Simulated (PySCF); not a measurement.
FGa, charge +1, doublet, at a GFN2-xTB geometry (such geometries of metal compounds can be far from the true shape) (a state made from the parent by changing its charge; the spin is typed, not shown lowest); DF-B3LYP/def2-SVP (PySCF).

The PySCF input:
```python
from pyscf import gto, scf, dft

mol = gto.Mole()
mol.atom = '''
    Ga   -0.000000   -0.000000   -0.418933
    F     0.000000    0.000000    1.442992
'''
mol.basis = 'def2-svp'
mol.charge = 1
mol.spin = 1
mol.verbose = 4
mol.build()

mf = dft.UKS(mol)
mf.xc = 'b3lyp'
mf = mf.density_fit(auxbasis='def2-universal-jkfit')
mf.kernel()
```

Output, abridged:

```
PySCF version 2.14.0

[INPUT] verbose = 4
[INPUT] num. atoms = 2
[INPUT] num. electrons = 39
[INPUT] charge = 1
[INPUT] spin (= nelec alpha-beta = 2S) = 1
[INPUT] symmetry False subgroup None
[INPUT] Mole.unit = angstrom
[INPUT] Symbol           X                Y                Z      unit          X                Y                Z       unit  Magmom
[INPUT]  1 Ga     0.000000000000   0.000000000000  -0.418933000000 AA    0.000000000000   0.000000000000  -0.791668634542 Bohr   0.0
[INPUT]  2 F      0.000000000000   0.000000000000   1.442992000000 AA    0.000000000000   0.000000000000   2.726859679938 Bohr   0.0

nuclear repulsion = 79.2945160770063
number of shells = 18
number of NR pGTOs = 98
number of NR cGTOs = 46
basis = def2-svp
ecp = {}

******** <class 'pyscf.df.df_jk.DFUKS'> ********
method = DFUKS
initial guess = minao
damping factor = 0
level_shift factor = 0
DIIS = <class 'pyscf.scf.diis.CDIIS'>
diis_start_cycle = 1
diis_space = 8
diis_damp = 0
SCF conv_tol = 1e-09
SCF conv_tol_grad = None
SCF max_cycles = 50
direct_scf = False
number electrons alpha = 20  beta = 19
XC library pyscf.dft.libxc version 7.1.2
    S. Lehtola, C. Steigemann, M. J. T. Oliveira, and M. A. L. Marques,  SoftwareX 7, 1–5 (2018)
XC functionals = b3lyp
    P. J. Stephens, F. J. Devlin, C. F. Chabalowski, and M. J. Frisch,  J. Phys. Chem. 98, 11623 (1994)
radial grids:
    Treutler-Ahlrichs [JCP 102, 346 (1995); DOI:10.1063/1.469408] (M4) radial grids

becke partition: Becke, JCP 88, 2547 (1988); DOI:10.1063/1.454033
pruning grids: <function nwchem_prune>
grids dens level: 3
symmetrized grids: False
atomic radii adjust function: <function treutler_atomic_radii_adjust>
small_rho_cutoff = 0
Set gradient conv threshold to 3.16228e-05
tot grids = 35168
******** <class 'pyscf.df.df.DF'> ********
auxbasis = def2-universal-jkfit
init E= -2023.81320975383

cycle= 1 E= -2023.91360406284  delta_E= -0.1  |g|= 0.62  |ddm|= 1.22

cycle= 2 E= -2019.88799736217  delta_E= 4.03  |g|= 2.91  |ddm|= 2.44
cycle= 3 E= -2024.06410768497  delta_E= -4.18  |g|= 0.275  |ddm|= 1.97
cycle= 4 E= -2024.06291396193  delta_E= 0.00119  |g|= 0.228  |ddm|= 0.295
cycle= 5 E= -2024.08067298085  delta_E= -0.0178  |g|= 0.0651  |ddm|= 0.102
cycle= 6 E= -2024.08271731823  delta_E= -0.00204  |g|= 0.00541  |ddm|= 0.0642
cycle= 7 E= -2024.08275762894  delta_E= -4.03e-05  |g|= 0.00187  |ddm|= 0.0166
cycle= 8 E= -2024.0827623187  delta_E= -4.69e-06  |g|= 0.00118  |ddm|= 0.00662
cycle= 9 E= -2024.08276302623  delta_E= -7.08e-07  |g|= 0.000258  |ddm|= 0.00137
cycle= 10 E= -2024.08276305653  delta_E= -3.03e-08  |g|= 1.24e-05  |ddm|= 0.000277
cycle= 11 E= -2024.08276305665  delta_E= -1.11e-10  |g|= 1.38e-06  |ddm|= 2.73e-05
Extra cycle  E= -2024.08276305664  delta_E= 5.46e-12  |g|= 2.91e-06  |ddm|= 3.81e-06
converged SCF energy = -2024.08276305664  <S^2> = 0.7565754  2S+1 = 2.0065646
```
